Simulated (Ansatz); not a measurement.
Reaction (redistribution): `CB(Cl)N([SiH3])[SiH3]` + `CCOBF` → `CCOB(C)Cl` + `FBN([SiH3])[SiH3]`

Gas-phase electronic energies from Ansatz, PBE0-D4/def2-TZVP geometries. CCSD(T)/CBS adds triple-zeta CCSD(T) − MP2 to the extrapolated MP2 energy (def2 sets, frozen cores). DFT in def2-TZVPP. B3LYP here is the variant with VWN-RPA as its local correlation; programs differ in this. Each species was taken in one conformer, which may not be the lowest.

Q: Is it downhill or uphill in electronic energy at CCSD(T)/CBS, and by how much? (Estimate.)

A: Ansatz gave: Downhill: ΔE = -0.06 eV.

Q: What do these levels give: r2SCAN-D4, PBE0-D4, B3LYP-D4, ωB97X-V, B3LYP, HF/def2-TZVPP, MP2/def2-TZVPP, SCS-MP2/def2-TZVPP, MP2/def2-QZVPP, HF/CBS(def2), MP2/CBS(def2), CCSD/CBS(def2)? (Estimate.)

A: The calculation gave: r2SCAN-D4 -0.08, PBE0-D4 -0.04, B3LYP-D4 -0.06, ωB97X-V -0.08, B3LYP -0.11, HF/def2-TZVPP -0.15, MP2/def2-TZVPP -0.05, SCS-MP2/def2-TZVPP -0.07, MP2/def2-QZVPP -0.04, HF/CBS(def2) -0.15, MP2/CBS(def2) -0.04, CCSD/CBS(def2) -0.08 eV.

Largest T1 diagnostic among the species: 0.012.

The D4 term adds +0.05 eV with B3LYP and +0.03 eV with PBE0; it sums over pairs of atoms, weighted by their polarisabilities, and B3LYP, whose exchange is more repulsive, gets the larger term. In def2-TZVPP, CCSD(T) changes the Hartree–Fock value by +0.09 eV (the triples alone add +0.01 eV) and MP2 by +0.11 eV.
